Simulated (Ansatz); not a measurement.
Gas-phase reaction R1 + R2 → P1 + P2, each structure at its B3LYP-D3(BJ)/def2-TZVP stationary point, reached from a drawn start (curvature not checked).
R1, H4Sn (SMILES [SnH4]) (charge 0, multiplicity 1):
| atom | x (Å) | y (Å) | z (Å) |
|---|---|---|---|
| Sn | 0.0000 | 0.0000 | 0.0000 |
| H | 0.9864 | 0.9864 | 0.9864 |
| H | 0.9864 | -0.9864 | -0.9864 |
| H | -0.9864 | 0.9864 | -0.9864 |
| H | -0.9864 | -0.9864 | 0.9864 |
P1, H3Sn (SMILES [SnH3]) (charge 0, multiplicity 2):
```xyz
4

Sn     0.000     0.000    -0.439
H      1.621     0.000     0.146
H     -0.811     1.404     0.146
H     -0.811    -1.404     0.146
```
R2: H atom, charge 0, multiplicity 2.
P2, H2 (SMILES [H][H]) (charge 0, multiplicity 1, Z-matrix in Å and degrees):
```
H
H 1 0.7440
```

P less R. No zero-point or thermal terms; singlets are restricted closed shells; open shells are unrestricted; no spin–orbit coupling.

The values were computed with Ansatz (a program for electronic structure) with Gaussian orbitals. No computed number here is a measurement. Elements past Kr take the def2 small-core potentials, without spin–orbit coupling.

Question: What is the computed reaction energy (PBE/def2-TZVPPD)?

Answer: -1.24 eV

Question: What is the computed reaction energy (PBE0/def2-TZVPPD)?

Answer: -1.20 eV

Question: Predict the reaction energy from B97M-V/def2-TZVPPD.

Answer: -1.10 eV
